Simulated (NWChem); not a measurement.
System: SiH$_{2}$OBrF; SMILES O[SiH](F)Br

```xyz
6

Si    -0.0115     0.9538     0.3795
O     -1.3069     1.7100    -0.2740
F      1.3596     1.5248    -0.2532
Br    -0.0387    -1.2114    -0.0666
H     -0.0173     1.1981     1.8304
H     -1.5304     1.5418    -1.1949
```
Atoms are numbered in this order, from 1.

Computed with NWChem. Geometry optimised at PBE0/def2-SVP; all other runs use it. This build's default masses of Se (78.918 u) and Br (79.917 u) are each other's, which moves their modes by up to 0.6 %.

| quantity | level | value |
|---|---|---|
| anisotropy (bohr³), static | PBE0/def2-SVPD | ? |
| dipole in solution (D) in n-hexane | PBE0/def2-SVP, SMD | ? |
| vertical, lowest state with f > 0.02, singlet (eV) | PBE0/def2-SVPD, TDA | 7.53 |
| −ε(HOMO) (eV) | PBE0/def2-SVP | ? |
| dipole (D) | PBE0/def2-SVP | 1.21 |
| highest harmonic frequency (cm⁻¹) | PBE0/def2-SVP | 3929 |

**Question.** What belongs in the gaps?

**Answer.** 
- anisotropy (bohr³), static, value: 14.1
- dipole in solution (D) in n-hexane, value: 1.29
- −ε(HOMO) (eV), value: 8.77
